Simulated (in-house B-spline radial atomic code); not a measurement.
Configurations of Cs⁸⁺, with energies counted from [Kr] 4d10 5s1. All numbers are computed (Dirac-Hartree-Fock, average of configuration; Fermi nucleus of rms radius 4.8041 fm) with a radial B-spline atomic code at the basis-set limit, not measured. Energies include first-order Breit, QED and recoil terms.

Occupations are held fixed; configurations that lie above the ionisation limit could autoionise.

```csv
configuration,E - E(ref) (eV),highest orbital,its <r> (bohr)
[Kr] 4d10 6d1,74.328,6d5/2,3.454
[Kr] 4d10 9p1,103.06,9p3/2,8.823
[Kr] 4d9 5s1 5g1,146.89,5g7/2,2.969
[Kr] 4d9 5s1 8g1,174.03,8g7/2,9.368
[Kr] 4d9 5s1 9g1,177.7,9g7/2,12.17
[Ar] 3d10 4s2 4p5 4d10 5s1 7g1,268.01,7g7/2,6.892
[Ar] 3d10 4s2 4p5 4d10 5s1 8f1,270.81,8f7/2,8.501
[Ar] 3d10 4s2 4p5 4d10 5s1 9f1,275.29,9f7/2,11.14
[Ar] 3d9 4s2 4p6 4d10 5s1 5f1,793.72,5f7/2,2.529
[Ar] 3d9 4s2 4p6 4d10 5s1 5g1,806.46,5g7/2,2.971
[Ar] 3d9 4s2 4p6 4d10 5s1 9f1,835.42,9f7/2,11.09
```

Question: Order these further configurations by energy, lowest first.
A. [Ar] 3d10 4s2 4p5 4d10 5s1 5f1
B. [Kr] 4d9 5s1 7f1
C. [Kr] 4d10 6s1
D. [Ar] 3d9 4s2 4p6 4d10 5s2
E. [Ar] 3d10 4s2 4p5 4d10 5s1 5d1

Answer: C (55.746 eV), B (164.76 eV), E (207.6 eV), A (234.06 eV), D (723.98 eV).

Question: How far above the reference does [Kr] 4d10 9s1 lie?

Answer: 101.6 eV; its least bound orbital is 9s1/2 with <r> = 8.31 bohr.

Question: How far above the reference does [Ar] 3d9 4s2 4p6 4d10 5s1 9g1 lie?

Answer: 837.26 eV; its least bound orbital is 9g7/2 with <r> = 12.18 bohr.

Question: How far above the reference does [Ar] 3d9 4s2 4p6 4d10 5s1 7f1 lie?

Answer: 824.1 eV; its least bound orbital is 7f7/2 with <r> = 6.153 bohr.

Question: One of these lies 151.6 eV from the reference. Which?
A. [Kr] 4d9 5s1 7p1
B. [Ar] 3d9 4s2 4p6 4d10 5s1 5p1
C. [Ar] 3d9 4s2 4p6 4d10 5s1 6p1

Answer: A.
